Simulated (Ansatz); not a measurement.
Geometry optimisation, RKS r2SCAN-D4/def2-SVP (Ansatz).

Input file:

```yaml
crystal:
  periodic: [false, false, false]
  atoms:
    - { symbol: F, position_ang: [-0.17787, 0.31501, 1.83963] }
    - { symbol: C, position_ang: [0.58947, 1.03124, 0.88637] }
    - { symbol: S, position_ang: [1.2904, -0.11325, -0.27226] }
    - { symbol: Si, position_ang: [-0.58615, -0.80758, -1.11354] }
    - { symbol: Zn, position_ang: [-1.21358, 1.39321, -0.20808] }
    - { symbol: H, position_ang: [1.38507, 1.5243, 1.44259] }
    - { symbol: H, position_ang: [-0.17961, -1.48411, -2.34949] }
    - { symbol: H, position_ang: [-1.10773, -1.85883, -0.22522] }
basis:
  gaussian: { orbitals: def2-SVP }
hamiltonian:
  xc: r2scan
  dispersion: d4
relax:
  f_tol: 0.02
  max_steps: 50
```

Launched with:

```bash
$ ansatz run input.yaml --threads 2 --pin off --max-ram 3072MiB --backend cpu --events-out ev --progress --plain --runs-dir out
```

Task: Where does it end, and by what steps?

Result: The run converged. After 12 steps the energy has fallen by 0.395 eV; F1 moved furthest, 0.74 Å.

```
step  energy less start (eV)  largest force component (eV/Å)  accepted
   0                  0.0000                           1.036       yes
   1                 -0.1902                           1.001       yes
   2                 -0.2684                           1.121       yes
   3                 -0.3147                           0.991       yes
   4                 -0.3545                           0.809       yes
   5                 -0.3530                           0.445        no
   6                 -0.3839                           0.274       yes
   7                 -0.3896                           0.107       yes
   8                 -0.3893                           0.162        no
   9                 -0.3938                           0.036       yes
  10                 -0.3939                           0.081       yes
  11                 -0.3944                           0.061       yes
  12                 -0.3947                           0.008       yes
```

```xyz
8
Properties=species:S:1:pos:R:3
F 0.190 0.717 2.346
C 0.505 1.065 1.057
S 1.121 -0.396 0.076
Si -0.640 -0.941 -1.146
Zn -1.059 1.167 -0.213
H 1.346 1.778 1.090
H -0.159 -1.193 -2.539
H -1.304 -2.198 -0.673
```

The run took 100 s on 2 threads of Intel(R) Xeon(R) Platinum 8259CL CPU @ 2.50GHz (Skylake/Cascade Lake), with other jobs on the host, peak memory 0.23 GiB.
